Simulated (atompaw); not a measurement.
## Building the PAW (atompaw) potential for Ge (Z = 32) (PBEsol, scalar-relativistic).

```
Element                 : germanium
Generator               : atompaw 4.2.0.5
Type                    : PAW
Functional              : PBEsol
Relativity              : scalar-relativistic
Frozen core             : [Ar]
Valence charge          : 14
Reference configuration : 3d10 4s1.75 4p2.25
Partial waves           : 4s (bound): rc 1.70 bohr; 4s channel at 2.05 Ry: rc 2.45 bohr; 4p (bound): rc 2.45 bohr; 4p channel at 0.6 Ry: rc 2.45 bohr; 3d (bound): rc 0.95 bohr; 3d channel at 2.8 Ry: rc 0.95 bohr
Local potential         : ultrasoft scheme with l = 3 at 0 Ry, radius 1.85 bohr
Core correction         : smooth core density matched at 2.05 bohr
Augmentation charge     : sinc compensation charge, radius 2.20 bohr; PAW radius 2.45 bohr; waves and projectors: custom polynom vanderbiltortho
```

Poles of the logarithmic derivatives, all-electron (AE) and pseudo (PS). s: poles at 0.3 (AE) and 0.2 (PS) Ry. p: poles at 1.4 (AE) and 1.4 (PS) Ry. d: poles at -2.2, 3.6 (AE) and -2.2, 3.6 (PS) Ry. Test radius 2.47 bohr.

* Cutoffs needed: 180 Ry and 300 Ry (the cutoffs (Ry, on a coarse ladder) from which the occupation-weighted sum of valence levels, in a spherical-Bessel basis at the reference potential, stays within 10 and 1 mRy of its value at 400 Ry)
* Ghost test: no extra level below or beside the all-electron valence levels (s, p, d, f tested) (spherical-Bessel basis up to 400 Ry, 20 bohr box)
* Lowest eigenvalue of the overlap operator: 0.09 (s channel)
* Overlap eigenvalues printed by atompaw (projector basis): 0.049, 0.245, 1.62, 8.43, 255, 531
* Share of each valence orbital outside the PAW sphere: 4s 28 %, 4p 56 %, 3d 0 %
